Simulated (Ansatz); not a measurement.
CH$_{5}$Ge (`[CH2][GeH3]`) radical, relaxed with UKS PBE0-D4/def2-TZVP in Ansatz 0.2.0 from a PBE-D4/def2-SVP geometry. The force threshold is 0.005 eV/Å; the program also tests the step.

Charge 0, multiplicity 2.

Start:

```xyz
7

C     0.826    0.045    0.828
Ge   -0.545   -0.040   -0.527
H     0.876    0.875    1.553
H     1.629   -0.708    0.896
H    -1.879    0.538    0.018
H    -0.150    0.799   -1.780
H    -0.757   -1.508   -0.987
```

By how much does the energy fall, and how many steps does the optimiser take? (An estimate is asked.)

Ansatz gave: 0.02 eV, in 4 steps.

Which bonds change most? (Best estimate.)

Ansatz gave: C1–H3 from 1.103 to 1.084 Å; C1–H4 from 1.102 to 1.084 Å; Ge2–H6 from 1.559 to 1.543 Å; Ge2–H5 from 1.553 to 1.538 Å.

Give the relaxed structure. (An estimate is asked.)

Computed: 
```xyz
7

C     0.821    0.046    0.821
Ge   -0.543   -0.038   -0.528
H     0.868    0.857    1.540
H     1.612   -0.692    0.886
H    -1.863    0.531    0.019
H    -0.143    0.791   -1.766
H    -0.753   -1.495   -0.972
```
